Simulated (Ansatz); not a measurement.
Molecule: LaBr₂ (charge 0, doublet). The spin state was set by rule; other spins were not relaxed. SMILES: [Br][La][Br]
Structure (B3LYP-D3(BJ)/def2-TZVP (Ansatz, an electronic-structure program) minimum search):
```xyz
3

La     0.0931    -0.4957    -0.6189
Br    -0.2594     2.2178    -0.9768
Br     0.1078    -1.4104     1.9847
```
Charge 0, spin multiplicity 2.

Property: vertical ionisation energy (to the singlet state of charge +1; each state is the SCF solution reached for its spin), in eV. Valence correlation only, unless marked. Open shells are spin-unrestricted. No spin-orbit coupling. Frozen are the shells of the preceding noble gas and the d and f shells that filled before the atom's block. Past Kr the def2 sets carry scalar-relativistic core potentials. CBS(X,Y): correlation extrapolated as X^-3; Hartree-Fock from the larger set. [CCSD(T)-MP2]/basis is that difference in the basis named.

```tsv
level	program	vertical ionisation energy (eV)
HF/def2-TZVPPD	Ansatz	5.77
HF/def2-QZVPPD	Ansatz	5.76
```

Problem. What does RI-MP2/CBS(def2-TZVPPD,def2-QZVPPD)+[CCSD(T)-MP2]/def2-TZVPPD (Ansatz) give?

Solution. 5.89 eV
